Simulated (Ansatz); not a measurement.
Mulliken charges of CH3CuF3P (`[CH3][Cu-][P+](F)(F)F`) from ωB97M-V/def2-TZVPP in Ansatz (PBE0-D4/def2-TZVP geometry).

| atom | x (Å) | y (Å) | z (Å) | charge (e) |
| --- | --- | --- | --- | --- |
| C1 | -0.241 | -1.712 | 1.265 | -0.581 |
| Cu2 | -0.025 | -0.177 | 0.130 | -0.172 |
| P3 | 0.219 | 1.552 | -1.146 | 1.018 |
| F4 | -0.619 | 1.630 | -2.450 | -0.203 |
| F5 | 1.625 | 1.842 | -1.735 | -0.203 |
| F6 | -0.100 | 2.952 | -0.560 | -0.203 |
| H7 | 0.720 | -2.195 | 1.466 | 0.115 |
| H8 | -0.897 | -2.457 | 0.803 | 0.115 |
| H9 | -0.681 | -1.434 | 2.228 | 0.115 |

Q: By hand: the dipole of these point charges (1 e Å = 4.8032 D).

A: Σ q r = (0.085, 0.601, -0.444) e Å, of length 0.752 e Å = 3.61 D.

Q: How does the dipole of the full density compare? (Estimate.)

A: Computed: (0.071, 0.500, -0.370) e Å, 3.01 D; the point charges give 1.20 times that, at 0° from its direction.

Point charges leave out the atoms' own dipoles, such as those of lone pairs, and Mulliken's split depends on the basis, so the two needn't agree.
